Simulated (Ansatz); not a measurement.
Geometry optimisation, RKS BLYP-D4/def2-SVP (Ansatz 0.2.0).

Input:

```yaml
crystal:
  periodic: [false, false, false]
  atoms:
    - { symbol: C, position_ang: [-1.35488, 1.49429, -0.56756] }
    - { symbol: C, position_ang: [-0.56349, 0.68219, 0.16515] }
    - { symbol: B, position_ang: [0.28331, -0.42335, -0.46406] }
    - { symbol: Si, position_ang: [1.43371, -1.56278, 0.66094] }
    - { symbol: H, position_ang: [-1.42745, 1.39572, -1.63956] }
    - { symbol: H, position_ang: [-1.94961, 2.27583, -0.11914] }
    - { symbol: H, position_ang: [-0.55694, 0.8605, 1.23602] }
    - { symbol: H, position_ang: [0.24138, -0.58703, -1.62479] }
    - { symbol: H, position_ang: [2.31476, -2.65367, 0.23149] }
    - { symbol: H, position_ang: [1.57921, -1.48169, 2.1215] }
total_charge: 1
basis:
  gaussian: { orbitals: def2-SVP }
hamiltonian:
  xc: blyp
  dispersion: d4
relax:
  f_tol: 0.02
  max_steps: 50
```

Run as:

```bash
$ ansatz run input.yaml --threads 2 --pin off --max-ram 3072MiB --backend cpu --events-out ev --progress --plain --runs-dir out
```

Where does it end, and by what steps?

The forces met the threshold. Limits of this set-up: the dipole of an ion depends on the origin. After 20 steps the energy has fallen by 0.281 eV; H10 moved furthest, 1.49 Å.

| step | energy less start (eV) | largest force component (eV/Å) | accepted |
| --- | --- | --- | --- |
| 0 | 0.0000 | 1.175 | yes |
| 1 | -0.1337 | 0.463 | yes |
| 2 | -0.1485 | 0.108 | yes |
| 3 | -0.1521 | 0.126 | yes |
| 4 | -0.1536 | 0.064 | yes |
| 5 | -0.1564 | 0.065 | yes |
| 6 | -0.1620 | 0.295 | yes |
| 7 | -0.1730 | 0.300 | yes |
| 8 | -0.1874 | 0.429 | yes |
| 9 | -0.2222 | 0.164 | yes |
| 10 | -0.2433 | 0.226 | yes |
| 11 | -0.2561 | 0.265 | yes |
| 12 | -0.2604 | 0.391 | yes |
| 13 | -0.2751 | 0.123 | yes |
| 14 | -0.2594 | 0.502 | no |
| 15 | -0.2787 | 0.138 | yes |
| 16 | -0.2795 | 0.098 | yes |
| 17 | -0.2799 | 0.076 | yes |
| 18 | -0.2806 | 0.029 | yes |
| 19 | -0.2807 | 0.027 | yes |
| 20 | -0.2808 | 0.011 | yes |

```xyz
10
Properties=species:S:1:pos:R:3
C -1.343 1.530 -0.650
C -0.432 0.940 0.192
B 0.143 -0.415 -0.155
Si 1.450 -1.618 0.733
H -1.670 1.039 -1.581
H -1.784 2.517 -0.431
H -0.148 1.485 1.107
H -0.165 -1.033 -1.171
H 2.900 -1.671 0.362
H 1.048 -2.774 1.594
```

Whether the end is a true minimum wasn't checked by a vibrational analysis.

The run took 26 s on 2 threads of Arm Neoverse V2 (shared host), peak memory 0.12 GiB.
